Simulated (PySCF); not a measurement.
HKO, charge -1, doublet (typed; the unrestricted solution is spin-contaminated), geometry from GFN2-xTB (such geometries of metal compounds can be far from the true shape) (a state made from the parent by changing its charge; the spin is typed, not shown lowest); M06L/def2-SV(P) in PySCF.

Here is a job for PySCF.
```python
from pyscf import gto, scf, dft

mol = gto.M(
    atom='''
K    -0.00000000   -0.00000000   -1.05363639
O     0.00000000    0.00000000    2.11672093
H     0.00000000    0.00000000    3.08532400
''',
    basis='def2-sv(p)',
    charge=-1,
    spin=1,
    verbose=4,
)

mf = dft.UKS(mol)
mf.xc = 'm06l'
mf.kernel()
mf.analyze()
```

It wrote (shortened):

```
PySCF version 2.14.0

[INPUT] verbose = 4
[INPUT] num. atoms = 3
[INPUT] num. electrons = 29
[INPUT] charge = -1
[INPUT] spin (= nelec alpha-beta = 2S) = 1
[INPUT] symmetry False subgroup None
[INPUT] Mole.unit = angstrom
[INPUT] Symbol           X                Y                Z      unit          X                Y                Z       unit  Magmom
[INPUT]  1 K      0.000000000000   0.000000000000  -1.053636390000 AA    0.000000000000   0.000000000000  -1.991084211975 Bohr   0.0
[INPUT]  2 O      0.000000000000   0.000000000000   2.116720930000 AA    0.000000000000   0.000000000000   4.000022839835 Bohr   0.0
[INPUT]  3 H      0.000000000000   0.000000000000   3.085324000000 AA    0.000000000000   0.000000000000   5.830417365548 Bohr   0.0

nuclear repulsion = 32.1707805835124
number of shells = 18
number of NR pGTOs = 79
number of NR cGTOs = 40
basis = def2-sv(p)
ecp = {}

******** <class 'pyscf.dft.uks.UKS'> ********
method = UKS
initial guess = minao
damping factor = 0
level_shift factor = 0
DIIS = <class 'pyscf.scf.diis.CDIIS'>
diis_start_cycle = 1
diis_space = 8
diis_damp = 0
SCF conv_tol = 1e-09
SCF conv_tol_grad = None
SCF max_cycles = 50
direct_scf = True
direct_scf_tol = 1e-13
number electrons alpha = 15  beta = 14
XC library pyscf.dft.libxc version 7.1.2
    S. Lehtola, C. Steigemann, M. J. T. Oliveira, and M. A. L. Marques,  SoftwareX 7, 1–5 (2018)
XC functionals = m06l
    Y. Zhao and D. G. Truhlar,  J. Chem. Phys. 125, 194101 (2006)
    Y. Zhao and D. G. Truhlar,  J. Chem. Phys. 125, 194101 (2006)
    Y. Zhao and D. G. Truhlar,  Theor. Chem. Acc. 120, 215 (2008)
radial grids:
    Treutler-Ahlrichs [JCP 102, 346 (1995); DOI:10.1063/1.469408] (M4) radial grids

becke partition: Becke, JCP 88, 2547 (1988); DOI:10.1063/1.454033
pruning grids: <function nwchem_prune>
grids dens level: 3
symmetrized grids: False
atomic radii adjust function: <function treutler_atomic_radii_adjust>
small_rho_cutoff = 0
Set gradient conv threshold to 3.16228e-05
tot grids = 43936
init E= -675.359122385194

cycle= 1 E= -675.287222665923  delta_E= 0.0719  |g|= 0.733  |ddm|= 1.14
cycle= 2 E= -668.668833460154  delta_E= 6.62  |g|= 1.86  |ddm|= 12.2
cycle= 3 E= -675.375786725005  delta_E= -6.71  |g|= 0.512  |ddm|= 12.4

cycle= 4 E= -675.340805412342  delta_E= 0.035  |g|= 0.289  |ddm|= 1.65

cycle= 5 E= -675.462481493585  delta_E= -0.122  |g|= 0.33  |ddm|= 1.88

cycle= 6 E= -675.355083691891  delta_E= 0.107  |g|= 0.272  |ddm|= 1.48

cycle= 7 E= -675.35759618025  delta_E= -0.00251  |g|= 0.268  |ddm|= 0.0615

cycle= 8 E= -675.185704131222  delta_E= 0.172  |g|= 0.323  |ddm|= 3.08

cycle= 9 E= -675.1851529661  delta_E= 0.000551  |g|= 0.323  |ddm|= 0.0094

cycle= 10 E= -675.187892262185  delta_E= -0.00274  |g|= 0.305  |ddm|= 0.271

cycle= 11 E= -675.388020329267  delta_E= -0.2  |g|= 0.207  |ddm|=    3

cycle= 12 E= -675.462364144762  delta_E= -0.0743  |g|= 0.328  |ddm|= 2.01

cycle= 13 E= -675.384173649115  delta_E= 0.0782  |g|= 0.338  |ddm|= 4.03

cycle= 14 E= -675.377871878837  delta_E= 0.0063  |g|= 0.342  |ddm|=  1.5

cycle= 15 E= -675.379614179494  delta_E= -0.00174  |g|= 0.34  |ddm|= 0.102

cycle= 16 E= -675.463148276752  delta_E= -0.0835  |g|= 0.318  |ddm|= 4.82

cycle= 17 E= -675.471400621968  delta_E= -0.00825  |g|= 0.305  |ddm|= 1.57
cycle= 18 E= -675.487853494288  delta_E= -0.0165  |g|= 0.25  |ddm|= 0.113

cycle= 19 E= -675.420155607252  delta_E= 0.0677  |g|= 0.239  |ddm|= 1.14

cycle= 20 E= -674.704635288035  delta_E= 0.716  |g|= 0.751  |ddm|= 1.32

cycle= 21 E= -674.864242645127  delta_E= -0.16  |g|= 0.715  |ddm|= 1.91

cycle= 22 E= -674.896405611908  delta_E= -0.0322  |g|= 0.702  |ddm|= 0.25

cycle= 23 E= -674.858396385873  delta_E= 0.038  |g|= 0.708  |ddm|= 0.431

cycle= 24 E= -674.93227738432  delta_E= -0.0739  |g|= 0.684  |ddm|= 0.135

cycle= 25 E= -674.762415596982  delta_E= 0.17  |g|= 0.726  |ddm|= 0.317

cycle= 26 E= -675.489561704108  delta_E= -0.727  |g|= 0.232  |ddm|= 1.82

cycle= 27 E= -675.39706080882  delta_E= 0.0925  |g|= 0.279  |ddm|= 1.51

cycle= 28 E= -675.499216873402  delta_E= -0.102  |g|= 0.207  |ddm|= 1.51

cycle= 29 E= -675.380176614798  delta_E= 0.119  |g|= 0.272  |ddm|= 1.48

cycle= 30 E= -675.379837719551  delta_E= 0.000339  |g|= 0.273  |ddm|= 0.00452

cycle= 31 E= -675.380850393362  delta_E= -0.00101  |g|= 0.271  |ddm|= 0.107

cycle= 32 E= -675.377202810136  delta_E= 0.00365  |g|= 0.275  |ddm|= 0.151

cycle= 33 E= -675.379871262239  delta_E= -0.00267  |g|= 0.27  |ddm|= 0.0602

cycle= 34 E= -675.377773299535  delta_E= 0.0021  |g|= 0.273  |ddm|= 0.0365

cycle= 35 E= -675.387883863946  delta_E= -0.0101  |g|= 0.264  |ddm|= 0.143

cycle= 36 E= -675.38885218319  delta_E= -0.000968  |g|= 0.255  |ddm|= 0.0635
cycle= 37 E= -675.22786734729  delta_E= 0.161  |g|= 0.615  |ddm|= 3.67
cycle= 38 E= -675.350006857083  delta_E= -0.122  |g|= 0.389  |ddm|= 0.798
cycle= 39 E= -675.406177506069  delta_E= -0.0562  |g|= 0.289  |ddm|= 3.39

cycle= 40 E= -675.502119981485  delta_E= -0.0959  |g|= 0.212  |ddm|= 3.12

cycle= 41 E= -675.369496349048  delta_E= 0.133  |g|= 0.307  |ddm|= 1.52

cycle= 42 E= -675.375509486557  delta_E= -0.00601  |g|= 0.302  |ddm|= 0.251

cycle= 43 E= -675.376016150713  delta_E= -0.000507  |g|= 0.313  |ddm|= 0.423

cycle= 44 E= -675.37704355378  delta_E= -0.00103  |g|= 0.307  |ddm|= 0.17

cycle= 45 E= -675.378171545456  delta_E= -0.00113  |g|= 0.304  |ddm|= 0.0267

cycle= 46 E= -675.393307387901  delta_E= -0.0151  |g|= 0.256  |ddm|= 0.121

cycle= 47 E= -675.491785155356  delta_E= -0.0985  |g|= 0.25  |ddm|= 1.51

cycle= 48 E= -675.491993601614  delta_E= -0.000208  |g|= 0.251  |ddm|= 0.0474

cycle= 49 E= -675.390443615928  delta_E= 0.102  |g|= 0.222  |ddm|= 1.48

cycle= 50 E= -675.390702674876  delta_E= -0.000259  |g|= 0.22  |ddm|= 0.0429
SCF not converged.
SCF energy = -675.390702674876 after 50 cycles  <S^2> = 1.4858404  2S+1 = 2.6350259
**** SCF Summaries ****
Total Energy =                        -675.390702674876252
Nuclear Repulsion Energy =              32.170780583512418
One-electron Energy =                 -994.185217085605245
Two-electron Energy =                  286.623733827216597
Two-electron Coulomb Energy =          328.915284328192797
DFT Exchange-Correlation Energy =      -42.291550500976193
**** MO energy ****
                             alpha | beta                alpha | beta
MO #1   energy= -129.274797478439  | -129.274938554772  occ= 1 | 1
MO #2   energy= -18.7995857934542  | -18.7856948186155  occ= 1 | 1
MO #3   energy= -13.0278980637948  | -13.0279465311955  occ= 1 | 1
MO #4   energy= -10.3177365754336  | -10.3177654057106  occ= 1 | 1
MO #5   energy= -10.317719109741   | -10.3177542231186  occ= 1 | 1
MO #6   energy= -10.3170628164185  | -10.3173125816054  occ= 1 | 1
MO #7   energy= -1.23338739482007  | -1.2337476157492   occ= 1 | 1
MO #8   energy= -0.749979579046288 | -0.696695406614511 occ= 1 | 1
MO #9   energy= -0.600757029822963 | -0.601556645375542 occ= 1 | 1
MO #10  energy= -0.600462647177783 | -0.601249680904788 occ= 1 | 1
MO #11  energy= -0.594134948766911 | -0.595063545191437 occ= 1 | 1
MO #12  energy= -0.236859814729437 | -0.219720670545854 occ= 1 | 1
MO #13  energy= -0.121731279877077 | -0.103387492653845 occ= 1 | 1
MO #14  energy= -0.0838476259324161 | -0.0631219860713421 occ= 1 | 1
MO #15  energy= 0.0473150379069516 | -0.0213892292147446 occ= 1 | 0
MO #16  energy= 0.179481069619534  | 0.0538875258067604 occ= 0 | 0
MO #17  energy= 0.182441387728231  | 0.0764187792428186 occ= 0 | 0
MO #18  energy= 0.186714825755973  | 0.0809756720620682 occ= 0 | 0
MO #19  energy= 0.198878152262888  | 0.206229198642276  occ= 0 | 0
MO #20  energy= 0.242464136950495  | 0.215799390832053  occ= 0 | 0
MO #21  energy= 0.330291812976278  | 0.218126668719127  occ= 0 | 0
MO #22  energy= 0.335959412606848  | 0.228903578676947  occ= 0 | 0
MO #23  energy= 0.336589860005902  | 0.234877359150524  occ= 0 | 0

To work with the spin densities directly, `use mulliken_meta_spin()` only printing them here.

 ** Mulliken spin pop alpha/beta on meta-lowdin orthogonal AOs **
 ** Mulliken Spin Density (per AO)  **
spin_pop of  0 K 1s        0.00000
spin_pop of  0 K 2s        0.00002
spin_pop of  0 K 3s        0.00008
spin_pop of  0 K 4s        0.18454
spin_pop of  0 K 5s        0.43279
spin_pop of  0 K 2px       0.00000
spin_pop of  0 K 2py       0.00000
spin_pop of  0 K 2pz      -0.00000
spin_pop of  0 K 3px      -0.00021
spin_pop of  0 K 3py      -0.00021
spin_pop of  0 K 3pz      -0.00020
spin_pop of  0 K 4px      -0.00181
spin_pop of  0 K 4py      -0.00146
spin_pop of  0 K 4pz      -0.55456
spin_pop of  0 K 3dxy     -0.00017
spin_pop of  0 K 3dyz     -0.00006
spin_pop of  0 K 3dz^2    -0.00812
spin_pop of  0 K 3dxz     -0.00005
spin_pop of  0 K 3dx2-y2   -0.00001
spin_pop of  0 K 4dxy     -0.00136
spin_pop of  0 K 4dyz     -0.00031
spin_pop of  0 K 4dz^2    -0.06037
spin_pop of  0 K 4dxz     -0.00033
spin_pop of  0 K 4dx2-y2   -0.00005
spin_pop of  1 O 1s       -0.00000
spin_pop of  1 O 2s        0.01592
spin_pop of  1 O 3s       -0.00055
spin_pop of  1 O 2px       0.47505
spin_pop of  1 O 2py       0.52860
spin_pop of  1 O 2pz       0.01296
spin_pop of  1 O 3px      -0.00003
spin_pop of  1 O 3py       0.00009
spin_pop of  1 O 3pz       0.00024
spin_pop of  1 O 3dxy      0.00002
spin_pop of  1 O 3dyz      0.00018
spin_pop of  1 O 3dz^2    -0.00013
spin_pop of  1 O 3dxz      0.00017
spin_pop of  1 O 3dx2-y2    0.00000
spin_pop of  2 H 1s       -0.02036
spin_pop of  2 H 2s       -0.00031
 ** Mulliken Spin Density (per atom)  **
spin density of  0 K =     -0.01185
spin density of  1 O =      1.03252
spin density of  2 H =     -0.02067
 ** Mulliken pop alpha/beta on meta-lowdin orthogonal AOs **
 ** Mulliken pop       alpha | beta **
pop of  0 K 1s        1.00000 | 1.00000
pop of  0 K 2s        1.00000 | 0.99998
pop of  0 K 3s        0.99995 | 0.99987
pop of  0 K 4s        0.55146 | 0.36692
pop of  0 K 5s        0.43371 | 0.00092
pop of  0 K 2px       1.00000 | 1.00000
pop of  0 K 2py       1.00000 | 1.00000
pop of  0 K 2pz       1.00000 | 1.00000
pop of  0 K 3px       0.99971 | 0.99992
pop of  0 K 3py       0.99971 | 0.99991
pop of  0 K 3pz       0.99967 | 0.99988
pop of  0 K 4px       0.00141 | 0.00322
pop of  0 K 4py       0.00138 | 0.00285
pop of  0 K 4pz       0.01931 | 0.57388
pop of  0 K 3dxy      0.00000 | 0.00017
pop of  0 K 3dyz      0.00002 | 0.00007
pop of  0 K 3dz^2     0.00001 | 0.00813
pop of  0 K 3dxz      0.00002 | 0.00007
pop of  0 K 3dx2-y2    0.00000 | 0.00001
pop of  0 K 4dxy      0.00000 | 0.00136
pop of  0 K 4dyz      0.00063 | 0.00094
pop of  0 K 4dz^2     0.00101 | 0.06138
pop of  0 K 4dxz      0.00064 | 0.00098
pop of  0 K 4dx2-y2    0.00000 | 0.00005
pop of  1 O 1s        0.99998 | 0.99998
pop of  1 O 2s        0.90717 | 0.89125
pop of  1 O 3s        0.00519 | 0.00575
pop of  1 O 2px       0.99627 | 0.52121
pop of  1 O 2py       0.99636 | 0.46776
pop of  1 O 2pz       0.72521 | 0.71226
pop of  1 O 3px       0.00164 | 0.00166
pop of  1 O 3py       0.00158 | 0.00149
pop of  1 O 3pz       0.00239 | 0.00215
pop of  1 O 3dxy      0.00006 | 0.00003
pop of  1 O 3dyz      0.00033 | 0.00014
pop of  1 O 3dz^2     0.00189 | 0.00202
pop of  1 O 3dxz      0.00032 | 0.00016
pop of  1 O 3dx2-y2    0.00000 | 0.00000
pop of  2 H 1s        0.34409 | 0.36445
pop of  2 H 2s        0.00889 | 0.00920
In total            15.00000 | 14.00000
 ** Mulliken atomic charges   ( Nelec_alpha | Nelec_beta ) **
charge of  0K =     -1.02911  (    10.00863     10.02048 )
charge of  1O =     -0.24427  (     4.63839      3.60587 )
charge of  2H =      0.27338  (     0.35298      0.37364 )

WARN: System has nonzero charge -1; the dipole moment is origin-dependent.
Location of origin: [0. 0. 0.]

Dipole moment(X, Y, Z, Debye):  0.09184,  0.14950, 18.44298
```

Convergence was not reached.
